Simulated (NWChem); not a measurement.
AlH₂SF; SMILES [AlH]([SH])[F]

```xyz
5

Al    -0.5037    -0.5956     0.0000
F      0.6116    -1.8288     0.0000
H     -2.0395    -0.9369     0.0000
S      0.2852     1.4287     0.0000
H     -0.9546     1.9704     0.0000
```
Atoms are numbered in this order, from 1.

Geometry: optimised at PBE0/def2-SVP. B3LYP is NWChem's, with the RPA form of VWN correlation.

Question: Give the principal values of the shielding tensors (ppm) of Al1, F2, S4 from B3LYP/6-31G* (spherical d), GIAO (NWChem), with their diamagnetic and paramagnetic parts as GIAO splits them.

Answer: 
```csv
atom,σ11,σ22,σ33,isotropic,diamagnetic,paramagnetic
Al1,399.7,426.0,504.1,443.3,795.8,-352.5
F2,191.1,329.4,373.4,298.0,468.0,-170.1
S4,669.7,670.1,725.6,688.5,1056.8,-368.4
```
